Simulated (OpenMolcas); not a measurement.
**C+: CASPT2 settings compared**

| Quantity | Value |
| --- | --- |
| Program | OpenMolcas 26.06 |
| Basis | ANO-L-VQZP [5s4p3d2f] |
| Scalar Hamiltonian | non-relativistic, point nucleus |
| Active space | 3 electrons in 4 orbitals (2s 2p) |
| State averaging | 2S+1 = 4 odd, 1 root (0 in the spin-orbit step); 2S+1 = 2 odd, 3 roots kept (CI in the orbitals of an earlier block); 2S+1 = 4 even, 3 roots; 2S+1 = 2 even, 5 roots kept (CI in the orbitals of an earlier block) |
| Spin-orbit coupling | RASSI with atomic mean-field integrals over the reference wave functions, term energies averaged over their components |

Methods on the same reference wave functions:
A. CASSCF
B. SS-CASPT2, IPEA 0 Eh, imaginary shift 0.1 Eh (closed shells correlated: 1s)
C. SS-CASPT2, IPEA 0.35 Eh, imaginary shift 0.4 Eh (closed shells correlated: 1s)
D. SS-CASPT2, IPEA 0.75 Eh, sigma2 regulariser 0.3 Eh (closed shells correlated: none)

Energies in cm-1 above 2s2 2p 2P* 1/2, the measured ground level; measured values from NIST Handbook of Basic Atomic Spectroscopic Data.

| Level | A | B | C | D | Measured |
| --- | --- | --- | --- | --- | --- |
| 2s2 2p 2P* 1/2 | 0.0 | 0.0 | 0.0 | 0.0 | 0.0 |
| 2s2 2p 2P* 3/2 | 58.4 | 58.4 | 58.4 | 58.4 | 63.4 |
| 2s 2p2 4P 1/2 | 34159 | 41560 | 40620 | 40050 | 43003 |
| 2s 2p2 4P 3/2 | 34180 | 41580 | 40640 | 40070 | 43025 |
| 2s 2p2 4P 5/2 | 34214 | 41610 | 40680 | 40100 | 43054 |
| 2s 2p2 2D 3/2 | 78283 | 73470 | 74920 | 75820 | 74933 |
| 2s 2p2 2D 5/2 | 78283 | 73470 | 74920 | 75820 | 74930 |

Deviations, from unrounded energies. A percentage is the sum of absolute deviations over the sum of measured energies, with the sign that they share, or ± where signs differ.

```json
{"Against measurement": "mean absolute deviation (cm-1)", "Levels": "6", "A": "5500", "B": "1200", "C": "1200", "D": "1800"}
{"Against measurement": "fine structure of the ground term (%)", "Levels": "1", "A": "-7.9", "B": "-7.9", "C": "-7.9", "D": "-7.9"}
{"Against measurement": "other configurations (%)", "Levels": "5", "A": "±11.9", "B": "-2.6", "C": "-2.6", "D": "±3.8"}
```

B, C lie about equally close to measurement and A furthest from it. The largest miss of C in the table is 2s 2p2 4P 3/2, by -2400 cm-1. The ranking rests on the paired levels alone, and a cruder setting can come out closer through cancelling errors.

Among B to D the level of the table that moves most is 2s 2p2 2D 3/2, by 2300 cm-1 (lowest in B, highest in D). Moves below CASPT2's spread within the term are not significant.

The mean deviations of B to D differ by less than CASPT2's widest spread within a term (590 cm-1), so their order carries little weight.

The lowest spin-free term lies below A's lowest term by 0.059 hartree in B, 0.053 hartree in C, 0.041 hartree in D.

Term energies are means over components that CASPT2 splits; among the terms shown or strongly mixed into the levels shown the widest spread is 590 cm-1 (2s 2p2 2D, D). Terms from blocks run as CI alone lack orbitals of their own. Without dynamic correlation excited terms often stand tens of per cent too high (terms of higher spin than the ground term too low), and those without a measured partner can miss by more than the paired ones (holds for A). Computed and measured levels are paired by configuration, term and J; levels that our copy of the source lacks, or whose pairing is in doubt (as where it misses far off the trend of its configuration), stay unpaired and out of the deviations. Levels of configurations outside the active space are missing.

* marks odd parity.
